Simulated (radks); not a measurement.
Sc, configuration [Ar] 3d1 4s2 (the NIST ground configuration). Calculated with a radial shooting solver on a logarithmic mesh with Libxc functionals: Dirac Kohn-Sham, LDA (Slater exchange, Perdew-Wang correlation), spin-unpolarised, spherical densities, point nucleus; open shells are shared between the two j in proportion to 2j + 1; speed of light set to 205.554 atomic units (1.5 times the physical value, a model run).

Unscreened Slater integrals over Kohn-Sham orbitals (cm^-1). Large and small components are both included.

\begin{tabular}{lr}
integral & value \\ \hline
F0(3d5/2,3d5/2) & 113070 \\
F2(3d5/2,3d5/2) & 49493 \\
F4(3d5/2,3d5/2) & 30291 \\
F0(3d5/2,3d3/2) & 113150 \\
F2(3d5/2,3d3/2) & 49534 \\
G2(3d5/2,3d3/2) & 49527 \\
G4(3d5/2,3d3/2) & 30313 \\
F0(3d5/2,4s1/2) & 65580 \\
G2(3d5/2,4s1/2) & 12824 \\
F0(3d5/2,3p3/2) & 135190 \\
F2(3d5/2,3p3/2) & 60360 \\
G1(3d5/2,3p3/2) & 74808 \\
G3(3d5/2,3p3/2) & 44358 \\
F0(3d3/2,3d3/2) & 113240 \\
F2(3d3/2,3d3/2) & 49574 \\
F0(3d3/2,4s1/2) & 65598 \\
G2(3d3/2,4s1/2) & 12795 \\
F0(3d3/2,3p3/2) & 135320 \\
F2(3d3/2,3p3/2) & 60436 \\
G1(3d3/2,3p3/2) & 74906 \\
G3(3d3/2,3p3/2) & 44418 \\
F0(4s1/2,4s1/2) & 53601 \\
F0(4s1/2,3p3/2) & 69377 \\
G1(4s1/2,3p3/2) & 4178.1 \\
F0(3p3/2,3p3/2) & 169320 \\
F2(3p3/2,3p3/2) & 84581 \\
\end{tabular}
